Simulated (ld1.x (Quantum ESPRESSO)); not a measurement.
How hard is this magnesium (Mg) TM potential?

ld1.x (Quantum ESPRESSO) 7.5 input, shortened:

```
&input
   title='Mg', zed=12., rel=1, dft='PW91', iswitch=3,
   config='[Ne] 3s1 3p0 3d-2'
 /
 &inputp
   pseudotype=2, tm=.true., lloc=1,
   nlcc=.true., rcore=1.85
 /
3
3S  1  0   1.00   0.00  1.80  1.80  0.0
3D  3  2  -2.00   0.10  2.60  2.60  0.0
3P  2  1   0.00   0.00  3.25  3.25  0.0
 &test
   configts(1)='3s1 3p0'
 /
```

The pseudo-atom Hamiltonian at the reference potential is diagonalised in spherical Bessel functions j_l(qr) that vanish at 20 bohr, with q² up to the cutoff. All-electron valence levels (Ry): 3s -0.8380, 3p -0.5210.

Q: How do the lowest levels (Ry) of each channel move with the cutoff, and are there ghosts?

A:

```
cutoff (Ry)     s #1     d #1     d #2     p #1     p #2     f #1  Σ f·Δε (mRy)
          8  -0.8340  -0.2108  -0.0650  -0.5210  -0.1563  -0.0518           4.0
         10  -0.8343  -0.2115  -0.0653  -0.5210  -0.1563  -0.0518           3.7
         15  -0.8351  -0.2122  -0.0656  -0.5210  -0.1563  -0.0518           3.0
         18  -0.8365  -0.2124  -0.0657  -0.5210  -0.1563  -0.0518           1.6
         25  -0.8376  -0.2124  -0.0657  -0.5210  -0.1563  -0.0518           0.5
         30  -0.8377  -0.2124  -0.0657  -0.5210  -0.1563  -0.0518           0.4
        400  -0.8380  -0.2124  -0.0657  -0.5210  -0.1563  -0.0518           0.0
```

Result: no extra level below or beside the all-electron valence levels (s, d, p, f tested); 10 mRy is reached at 6 Ry and 1 mRy at 21 Ry.
